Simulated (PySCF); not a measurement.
Protons, H atoms and electrons added to or taken from C[GeH3]. Gas-phase values, no solvent. Strings in code marks are SMILES.

Calculation: PBE-D3(BJ)/def2-TZVP // PBE0-D3(BJ)/def2-TZVP in PySCF. 

```csv
species,dipole moment (D)
neutral parent (`[CH3][GeH3]`),0.75
H atom removed from C1 (`[CH2][GeH3]`),0.48
H atom removed from Ge2 (`[CH3][GeH2]`),0.87
```
